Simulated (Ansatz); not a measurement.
Geometry optimisation, RKS B3LYP-D4/def2-SVP (Ansatz 0.2.0).

Input:

```yaml
crystal:
  periodic: [false, false, false]
  atoms:
    - { symbol: Si, position_ang: [-0.7949, -0.5616, 1.5893] }
    - { symbol: C, position_ang: [0.7401, -0.2922, 0.6903] }
    - { symbol: C, position_ang: [0.9416, 0.0981, -0.5899] }
    - { symbol: C, position_ang: [0.054, 0.4507, -1.6486] }
    - { symbol: Cl, position_ang: [0.1651, 2.1425, -2.1086] }
    - { symbol: H, position_ang: [-1.3801, 0.8134, 2.0031] }
    - { symbol: H, position_ang: [-1.7974, -1.1672, 0.6783] }
    - { symbol: H, position_ang: [-0.5905, -1.3571, 2.7616] }
    - { symbol: H, position_ang: [1.6021, -0.483, 1.3701] }
    - { symbol: H, position_ang: [2.0177, 0.1712, -0.8693] }
    - { symbol: H, position_ang: [-1.0681, 0.2861, -1.3217] }
    - { symbol: H, position_ang: [0.1874, -0.1561, -2.5206] }
basis:
  gaussian: { orbitals: def2-SVP }
hamiltonian:
  xc: b3lyp
  dispersion: d4
relax:
  f_tol: 0.015
  max_steps: 40
output:
  orbitals: {}
```

Command:

```bash
$ ansatz run input.yaml --threads 2 --pin off --max-ram 3072MiB --backend cpu --events-out ev --progress --plain --runs-dir out
```

Question: Where does it end, and by what steps?

Answer: The forces met the threshold. The force dipped under the threshold on the way, but the program's further checks kept it going. After 23 steps the energy has fallen by 0.520 eV; H7 moved furthest, 0.89 Å.

```tsv
step	energy less start (eV)	largest force component (eV/Å)	accepted
0	0.0000	4.540	yes
1	-0.4234	1.544	yes
2	-0.4734	0.433	yes
3	-0.4998	0.287	yes
4	-0.5038	0.102	yes
5	-0.5044	0.032	yes
6	-0.5047	0.023	yes
7	-0.5049	0.024	yes
8	-0.5057	0.055	yes
9	-0.5064	0.072	yes
10	-0.5076	0.113	yes
11	-0.5088	0.135	yes
12	-0.5104	0.157	yes
13	-0.5128	0.136	yes
14	-0.5155	0.071	yes
15	-0.5175	0.091	yes
16	-0.5185	0.057	yes
17	-0.5195	0.023	yes
18	-0.5199	0.022	yes
19	-0.5201	0.040	yes
20	-0.5202	0.015	yes
21	-0.5203	0.012	yes
22	-0.5204	0.009	yes
23	-0.5204	0.007	yes
```

```xyz
12
Properties=species:S:1:pos:R:3
Si -0.865 -0.444 1.587
C 0.777 -0.103 0.743
C 1.035 0.168 -0.548
C 0.035 0.229 -1.655
Cl -0.037 1.911 -2.349
H -1.037 0.506 2.725
H -2.021 -0.301 0.657
H -0.869 -1.830 2.142
H 1.648 -0.115 1.414
H 2.066 0.376 -0.859
H -0.980 -0.027 -1.332
H 0.323 -0.426 -2.490
```

The run took 78 s on 2 threads of Arm Neoverse V1, with other jobs on the host, peak memory 0.26 GiB.
